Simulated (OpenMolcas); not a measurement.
## OpenMolcas timings: SnH3I (SMILES [SnH3][I])

SnH3I: 5 atoms, total charge 0, spin state singlet. SMILES: `[SnH3][I]`. The shape comes from GFN2-xTB, which is rough for such elements, and wasn't checked as a minimum.

```xyz
5

Sn   -0.1868    0.0977   -0.1015
I     1.9319   -1.0079    1.0502
H    -1.3968    0.1620    1.0470
H    -0.6127   -0.8757   -1.3896
H     0.2644    1.6238   -0.6061
```

Program: OpenMolcas 26.06. Hardware: 1 thread of Intel Xeon Platinum 8259CL at 2.50GHz (Skylake/Cascade Lake), shared host, so times are rough. Two-electron integrals are exact unless an approximation is named.

Estimate their order by wall time, quickest first.
A. gradient at HF/STO-3G
B. gradient at PBE0/def2-SVP (core potential), grid UltraFine
C. gradient at TPSS/def2-TZVP (core potential), grid UltraFine

A (8.1 s), B (21 s), C (94 s).
